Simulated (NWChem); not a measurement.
System: GeH2O, singlet; SMILES [OH][GeH]

```xyz
4

Ge     0.0526    -0.3946     0.0000
H     -1.5823    -0.5272     0.0000
O      0.0882     1.4179     0.0000
H     -0.8053     1.8114     0.0000
```
Atoms are numbered in this order, from 1.

Program: NWChem. Pople sets run with spherical d functions. Low-valent species are run as closed-shell singlets; no triplet was tried in these runs. The geometry was optimised at PBE-D3(BJ)/def2-SVP. Total energies compare along this basis series because the functional is fixed.

| level | basis functions | energy (Ha) | highest occupied level (eV) | orbital gap (eV) | dipole (D) |
|---|---|---|---|---|---|
| Hartree-Fock/STO-3G | 25 | -2126.6978 | -6.49 | 11.66 | 1.31 |
| Hartree-Fock/3-21G | 35 | -2140.9365 | -9.18 | 10.06 | 1.70 |
| Hartree-Fock/6-31G* | 50 | -2151.0829 | -9.43 | 10.16 | 1.69 |
| Hartree-Fock/6-311G** | 74 | -2151.3583 | -9.47 | 10.09 | 1.53 |
